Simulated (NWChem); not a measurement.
CH$_{4}$BeO; SMILES [CH3][Be][OH]

```xyz
7

Be     0.0050    -0.1290    -0.0005
C      0.0030     1.5466    -0.0001
H      0.9819     1.9651     0.2917
H     -0.7408     1.9575     0.7047
H     -0.2370     1.9615    -0.9944
O      0.0381    -1.5311     0.0000
H     -0.3468    -2.3992     0.0002
```
Atoms are numbered in this order, from 1.

Program: NWChem. Geometry: optimised at PBE0/def2-SVP. Ions are spin-unrestricted doublets at the neutral geometry; other ion states weren't tried.

Problem. Estimate the computed values for B3LYP/def2-SVP. Quantities: vertical ionisation energy, ΔSCF (eV); −ε(HOMO) (eV).

Solution. 
```json
{
  "vertical ionisation energy, ΔSCF (eV)": "11.06",
  "−ε(HOMO) (eV)": "8.07"
}
```
